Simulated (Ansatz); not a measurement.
Born–Oppenheimer molecular dynamics of CH4OSi2 (8 atoms, charge 0, multiplicity 1). It starts at the highest image of a converged band. Of that band: Neighbouring images differ by up to 2.2 eV, so the band resolves the path poorly. A vibrational analysis at the climbing image gives one clearly imaginary mode, 1146i cm⁻¹: a first-order saddle point.

The calculation used UKS B3LYP-D4/def2-SVP in Ansatz.

* ensemble: NVE (velocity Verlet)
* time step: 0.5 fs
* steps asked: 200
* starting velocities drawn for: 100 K
* seed: 6986

First frame:

```xyz
8
Properties=species:S:1:pos:R:3
O 0.816 -0.259 2.968
Si 0.930 -1.026 1.631
C 0.669 -0.205 -0.105
Si -0.901 0.266 -0.858
H 1.405 -0.552 -0.847
H -1.944 0.801 0.043
H 0.439 1.157 -0.649
H -1.414 -0.183 -2.183
```

Q: How far do the bonds stretch over the last three quarters of this one trajectory? (Pairs bonded in most of those frames.)

A: 
```csv
bond,mean (Å),spread (Å),shortest,longest
O1–Si2,1.534,0.017,1.51,1.56
C3–Si4,1.744,0.067,1.63,1.86
C3–H5,1.101,0.029,1.04,1.15
C3–H7,1.118,0.059,1.00,1.24
Si4–H6,1.488,0.007,1.48,1.51
Si4–H8,1.496,0.020,1.46,1.53
```

Mean temperature of the second half: 1768 K. The conserved energy stayed within 0.37 meV per atom of its start (net change 0.026 meV per atom), so the integration is sound. The kinetic energy rose, since the run started high on the potential surface and went downhill. It ends in pieces (CH4Si + OSi), so much of that is their flight and rotation, not heat. A run of 0.1 ps of so small a system gives no equilibrium averages. The orbitals were unrestricted but ended closed-shell.

The run took 4.6 min on 2 threads of Intel(R) Xeon(R) 6975P-C (Granite Rapids), with other jobs on the host, peak memory 0.28 GiB.
